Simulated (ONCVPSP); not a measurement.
# W (Z = 74), ONCV: configuration errors across variants

- Element: tungsten (W)
- Generator: ONCVPSP 4.0.1
- Type: optimised norm-conserving Vanderbilt (ONCV)
- Functional: revPBE
- Relativity: scalar-relativistic
- Frozen core: [Kr] 4d10 4f14
- Valence charge: 14
- Reference configuration: 5s2 5p6 5d4.5 6s1.5
- Partial waves: 5s+6s: rc 1.85 bohr, ncon 5, nbas 10, qcut 5.7 1/bohr, 2 projectors; 5p: rc 1.65 bohr, ncon 3, nbas 6, qcut 9.5 1/bohr, 2 projectors, debl 2 Ha; 5d: rc 2.05 bohr, ncon 3, nbas 7, qcut 8.2 1/bohr, 2 projectors, debl 3.3 Ha; f scattering state at 0.38 Ha: rc 2.25 bohr, ncon 4, nbas 7, qcut 4.4 1/bohr, 2 projectors, debl 1.5 Ha
- Local potential: polynomial inside 1.50 bohr (lpopt 3, dvloc0 0 Ha)
- Core correction: Teter function, fcfact 3.25, rcfact 1.05

All-electron excitation energies from the reference (eV): (1) 5s2 5p6 5d4 6s2 -0.690; (2) 5s2 5p6 5d4 6s1 8.115; (3) 5s2 5p6 5d4 6s0 23.659; (4) 5s2 5p5 5d4 6s2 48.205.

2 further variants failed, have other tests or another functional or relativity, and are left out.

Errors AE − PS in meV (a dash: test not solved or not reliable):

| change | (1) | (2) | (3) | (4) | bound ghosts | GHOST(+) flags above zero |
| --- | --- | --- | --- | --- | --- | --- |
| base | +0.8 | -1.0 | -2.7 | -111 | none | f |
| p: rc 1.62 | +0.8 | -1.0 | -2.7 | -107 | none | f |
| core correction Teter function, fcfact 1.4, rcfact 1.05 | +0.7 | -1.0 | -2.5 | -112 | none | f |
| d: rc 2.58 | +1.3 | -0.9 | -3.0 | -118 | none | f |

Q: Give the same row for: local potential polynomial inside 1.60 bohr (lpopt 5, dvloc0 0 Ha).

A: +0.8, -1.0, -2.6, -115; bound ghosts: none; GHOST(+) flags above zero: f.
